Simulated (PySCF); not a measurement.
prop-1-ynylboronic acid (C₃H₅BO₂), SMILES CC#CB(O)O. Atoms are numbered in the order given.

```xyz
11

C     -3.0103     0.3384     0.2572
C     -1.5689     0.1911     0.1308
C     -0.3484     0.0810     0.0171
B      1.1736    -0.1060    -0.1087
O      1.9530     0.9303    -0.5466
O      1.7853    -1.3008     0.2101
H     -3.3816    -0.0953     1.2094
H     -3.5391    -0.1782    -0.5714
H     -3.3124     1.4063     0.2318
H      2.8897     0.6591    -0.5728
H      1.1349    -1.9604     0.5077
```
Charge 0, spin multiplicity 1.

The structure is a stationary point at PBE-D3(BJ)/def2-SVP. Other conformers were not sampled.

Computed with TDDFT-PBE/def2-SVPD run with PySCF 2.14.0.

Vertical excitations. Gas-phase values at a fixed geometry.

```csv
state,energy (eV),λ (nm),f,main pairs
S1,5.22,238,0.000,HOMO→LUMO 100 %
S2,5.80,214,0.054,"HOMO−1→LUMO 63 %, HOMO→LUMO+1 20 %, HOMO→LUMO+2 17 %"
S3,5.99,207,0.025,"HOMO→LUMO+1 74 %, HOMO→LUMO+2 19 %"
S4,6.06,204,0.002,HOMO−1→LUMO+1 99 %
S5,6.36,195,0.000,HOMO−1→LUMO+2 99 %
S6,6.62,187,0.004,HOMO→LUMO+3 98 %
S7,6.75,184,0.000,HOMO−1→LUMO+3 100 %
S8,6.88,180,0.053,HOMO−2→LUMO 90 %
S9,7.04,176,0.197,"HOMO→LUMO+4 60 %, HOMO→LUMO+2 22 %"
S10,7.16,173,0.001,HOMO−2→LUMO+1 100 %
T1,4.54,273,0,HOMO−1→LUMO 92 %
T2,4.81,258,0,HOMO→LUMO 93 %
T3,5.31,234,0,"HOMO→LUMO+2 73 %, HOMO→LUMO+1 14 %"
T4,5.91,210,0,"HOMO→LUMO+1 84 %, HOMO→LUMO+2 15 %"
```
Triplets are in the Tamm–Dancoff approximation, which puts them higher than full response would, so one can lie above its singlet here.
